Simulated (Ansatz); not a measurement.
# What each rung costs, and what it gives

Saddle point of BNH5O2F, closed shell (BNH₄O₂ ([NH2][B]([OH])[OH]) + HF → BH₂O₂F ([OH][B]([OH])[F]) + NH₃ (still joined by a long B–N bond); bonds formed: B1–F6, N2–H5; bonds broken: H5–F6; bonds weakened to dative contacts: B1–N2), PBE0-D4/def2-TZVP structure:

| atom | x (Å) | y (Å) | z (Å) |
| --- | --- | --- | --- |
| B1 | -0.3572 | 0.1445 | -0.2228 |
| N2 | 1.1533 | -0.1440 | -0.1035 |
| O3 | -0.9259 | -0.4825 | -1.2907 |
| O4 | -0.9018 | 1.2889 | 0.3098 |
| H5 | 0.7342 | -0.8007 | 0.8212 |
| F6 | -0.3551 | -1.0246 | 1.3175 |
| H7 | 1.7440 | 0.6417 | 0.1276 |
| H8 | 1.5381 | -0.6776 | -0.8712 |
| H9 | -1.8676 | -0.3054 | -1.3436 |
| H10 | -0.7622 | 1.3599 | 1.2558 |

Barriers are electronic and count from the start structure reached by relaxing down the imaginary mode.

Ansatz 0.2.0; basis: as named in each row; cores frozen in the correlated methods. B3LYP uses VWN-RPA correlation. Extrapolation: Hartree–Fock as exp(−7.88 √X), correlation as X^−2.97.

Times are rough, for one single point on 4 threads of a shared host (Arm Neoverse V1).

The estimate by CCSD(T) at an estimated basis limit (MP2 extrapolated from triple and quadruple zeta, plus CCSD(T) − MP2 in triple zeta) is 0.917 eV.

```tsv
method	basis	time (s)	barrier (eV)	method less estimate
HF	STO-3G	under 1	1.339	0.422
PBE-D4	STO-3G	under 1	-0.206	-1.123
SPW92	def2-SVP	under 1	0.315	-0.601
B3LYP-D4	6-31G	under 1	0.441	-0.476
PBE-D4	def2-SVP	under 1	0.532	-0.385
PBE0-D4	def2-SVP	under 1	0.657	-0.259
SPW92	def2-TZVPP	under 1	0.541	-0.376
BLYP-D4	def2-TZVPP	1	0.830	-0.087
PBE-D4	def2-TZVPP	2	0.732	-0.185
B3LYP-D4	def2-TZVPP	2	0.890	-0.027
BHLYP-D4	def2-TZVPP	2	0.983	0.066
PBE0-D4	def2-TZVPP	2	0.825	-0.092
CAM-B3LYP-D4	def2-TZVPP	2	0.861	-0.056
wB97M-V	def2-SVP	3	0.640	-0.277
r2SCAN-D4	def2-TZVPP	3	0.762	-0.155
r2SCAN0-D4	def2-TZVPP	3	0.837	-0.080
PBE-QIDH	def2-TZVPP	4	0.869	-0.048
B2PLYP	def2-TZVPP	4	0.896	-0.021
RPA on PBE	def2-TZVPP	4	0.872	-0.045
CCSD(T)	def2-SVP	4	0.846	-0.071
wB97X-V	def2-TZVPP	6	0.834	-0.082
B97M-V	def2-TZVPP	6	0.883	-0.034
wB97M-V	def2-TZVPP	6	0.828	-0.088
MP2	def2-QZVPP	16	0.889	-0.028
CCSD(T)	def2-TZVPP	110	0.901	-0.015
```

All methods are single points on the PBE0-D4 structures; a negative value means that the method puts the saddle structure below the start.

No T1 diagnostic of these runs exceeds 0.013.

Steps of this kind, hydrogen fluoride cutting a network bond, underlie vapour etching and the fluorination step of atomic layer etching.

Labels in which every atom is bracketed show which atoms are joined, not bond orders.
